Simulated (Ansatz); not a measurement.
CH9NSiSn can be A, `[CH3][SnH2][SiH2]N`, or B, `C[NH][SnH2][SiH3]`.

Program: Ansatz. Geometries: PBE0-D4/def2-TZVP. ΔE: electronic, gas phase. CBS: MP2 limit from def2 TZ/QZ plus the TZ coupled-cluster correction, frozen cores. DFT in def2-TZVPP. B3LYP here is the variant with VWN-RPA as its local correlation; programs differ in this. def2 core potentials past Kr. For Sn outer-core shells are correlated without core-valence functions, which leaves a few kJ/mol of doubt a bond. Each species was taken in one conformer, which may not be the lowest.

Q: Which is lower in electronic energy at CCSD(T)/CBS, and by how much? (Best estimate.)

A: Computed: A, by 113.8 kJ/mol.

Q: Give E(B) − E(A) in kJ/mol with PBE-D4, CCSD(T)/def2-TZVPP, ωB97M-V, MP2/def2-TZVPP, B3LYP-D4, B2PLYP, HF/def2-TZVPP. (Estimate.)

A: Ansatz gave: PBE-D4 106.8, CCSD(T)/def2-TZVPP 110.7, ωB97M-V 114.5, MP2/def2-TZVPP 117.7, B3LYP-D4 109.5, B2PLYP 112.6, HF/def2-TZVPP 110.2. None reverses the order clearly.

Largest T1 diagnostic: 0.013.

From PBE to PBE0 (25 % exact exchange), in def2-TZVPP and without D4, E(B) − E(A) moves by +4.1 kJ/mol.
